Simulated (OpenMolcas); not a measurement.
Computed levels of 2s² 2p² in ions with 6 electrons, in cm-1 above ³P₀.

```json
{"Program": "OpenMolcas", "Method": "XMS-CASPT2, IPEA 0.25 Eh, imaginary shift 0.1 Eh", "Basis": "ANO-RCC-VTZP", "Scalar Hamiltonian": "DKH2, point nucleus", "Spin-orbit coupling": "RASSI with atomic mean-field integrals over the reference wave functions, term energies averaged over their components"}
```

Active space for each ion: 4 electrons in 4 orbitals (2s 2p); closed shells correlated by CASPT2: 1s.

```tsv
Level	C	N+	F3+	Ne4+
³P₁	15.2	44.2	223	400
³P₂	45.3	131	653	1152
¹D₂	10090	16700	25750	30680
¹S₀	21160	33700	54230	64200
```

**Question.** Estimate ³P₂, ¹D₂, ¹S₀ for O2+ from its neighbours N+ and F3+.

**Answer.** ³P₂ is fine structure, which grows about as the fourth power of a screened charge, so the fourth roots are averaged: ((131^0.25 + 653^0.25) / 2)^4 = 317. The calculation gives 312, so the estimate is off by +1.6 %.
¹D₂ is another term, which grows about linearly with the charge: (16700 + 25750) / 2 = 21225. The calculation gives 20700, so the estimate is off by +2.5 %; the measured value is 20273 (Moore, Selected Tables of Atomic Spectra, NSRDS-NBS 3, section 11).
¹S₀ is another term, which grows about linearly with the charge: (33700 + 54230) / 2 = 43965. The calculation gives 44540, so the estimate is off by -1.3 %; the measured value is 43186 (Moore, Selected Tables of Atomic Spectra, NSRDS-NBS 3, section 11).

CASPT2 does not keep the components of a term degenerate, so their means are used; among the terms shown or strongly mixed into the levels shown the widest spread is 250 cm-1 (2s² 2p² ¹D, N+). Over all roots computed the reference weight is 0.94 to 0.99 in C, 0.92 to 0.99 in N+, 0.94 to 0.99 in O2+; the roots of lowest weight are the least certain, and an intruder state may touch them. Computed and measured levels are paired by configuration, term and J; levels that our copy of the source lacks, or whose pairing is in doubt (as where it misses far off the trend of its configuration), stay unpaired and out of the deviations. Only configurations of the active space appear.
